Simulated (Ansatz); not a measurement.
Wavefunction ladder for ClFH4N2Si2

```xyz
10

N     1.194    0.566    0.705
Si    0.782   -0.488   -0.488
Cl    2.377   -1.352   -1.361
N    -0.762   -0.788   -0.858
Si   -2.181    0.193    0.021
F    -1.437    0.127    1.539
H     0.451    0.895    1.314
H     2.129    0.860    0.926
H    -1.031   -1.552   -1.457
H    -1.523    1.540   -0.342
```

Charge 0, multiplicity 1. The bonds changed during the relaxation, so this is another structure than the one it started from. The structure was optimised at the PBE0-D4/def2-TZVP level. It is one conformer, not always the lowest. Frozen core, restricted reference, the Gaussian-basis code of Ansatz. CBS rows extrapolate triple and quadruple zeta; past MP2 they add the triple-zeta difference.

```csv
basis,HF (Eh),MP2 corr.
def2-SVP,-1247.63459,-0.82987
def2-TZVPP,-1248.27203,-1.08266
def2-QZVPP,-1248.31336,-1.17526
```

(1) Estimate the CCSD correlation energy and the (T) correction in each basis where they were run (hartree).

## Answers

(1) 
```
     basis  CCSD corr.       (T)
  def2-SVP    -0.87808  -0.02283
def2-TZVPP    -1.12500  -0.04570
 CBS(def2)    -1.28619     as TZ
```
